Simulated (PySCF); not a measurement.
CH4GeS, neutral, multiplicity 1. Atoms are numbered in the order given.

```xyz
7

Ge     0.3021    -0.0880     0.6260
C      1.2557     1.2868    -0.4622
H      0.9825     2.2763    -0.0536
H      1.0214     1.2769    -1.5366
H      2.3431     1.1762    -0.3216
S     -1.2261    -0.5130    -0.9444
H     -1.9312    -1.4248    -0.2379
```
Charge 0, spin multiplicity 1.

Geometry optimised at PBE0-D3(BJ)/def2-SVP. One conformer was computed; it need not be the lowest.

Computed with r2SCAN/def2-TZVPD (PySCF).

Mulliken values depend strongly on the basis, most of all with diffuse functions as here. Atomic charges (e):

```csv
atom,Mulliken,meta-Löwdin
Ge1,0.32,0.30
C2,-0.86,-0.56
H3,0.27,0.13
H4,0.25,0.12
H5,0.26,0.13
S6,-0.46,-0.23
H7,0.23,0.11
```
